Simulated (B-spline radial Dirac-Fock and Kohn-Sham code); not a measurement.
# Magnetic form factor of the 4f shell of Tm

System: the Tm atom in the configuration [Xe] 4f13 6s2.

The computed values come from a radial atomic solver: Dirac-Fock orbitals of the configuration average with a finite nucleus. ⟨j_K⟩ is the integral of the 4f radial density with the spherical Bessel function j_K(4πsr), s = sin θ/λ.

Hund's rules give S = 1/2, L = 3, J = 7/2 for 4f13, so g = 1.143, and the dipole approximation is F = ⟨j0⟩ + C₂⟨j2⟩ with C₂ = (2 − g)/g = 0.750.

```csv
s (Å⁻¹),⟨j0⟩,⟨j2⟩,⟨j4⟩,⟨j6⟩,F (dipole)
0,1.0000,0.0000,0.0000,0.0000,1.0000
0.05,0.9855,0.0057,0.0000,0.0000,0.9899
0.1,0.9444,0.0218,0.0004,0.0000,0.9607
0.15,0.8822,0.0449,0.0016,0.0001,0.9159
0.2,0.8060,0.0715,0.0042,0.0003,0.8596
0.25,0.7225,0.0984,0.0083,0.0008,0.7963
0.3,0.6372,0.1232,0.0139,0.0016,0.7296
0.35,0.5540,0.1445,0.0207,0.0030,0.6623
0.4,0.4754,0.1617,0.0282,0.0048,0.5967
0.45,0.4031,0.1745,0.0361,0.0071,0.5340
0.5,0.3378,0.1832,0.0441,0.0098,0.4752
0.6,0.2288,0.1897,0.0590,0.0161,0.3710
0.7,0.1467,0.1848,0.0715,0.0230,0.2853
0.8,0.0872,0.1725,0.0808,0.0298,0.2166
0.9,0.0457,0.1558,0.0867,0.0362,0.1626
1,0.0178,0.1373,0.0896,0.0418,0.1208
1.1,-0.0001,0.1186,0.0899,0.0464,0.0889
1.2,-0.0108,0.1007,0.0881,0.0499,0.0647
1.4,-0.0192,0.0698,0.0801,0.0538,0.0331
1.6,-0.0187,0.0462,0.0691,0.0541,0.0159
```

Radial moments of the shell: ⟨r²⟩ = 0.7949, ⟨r⁴⟩ = 1.950, ⟨r⁶⟩ = 12.68 in powers of bohr.
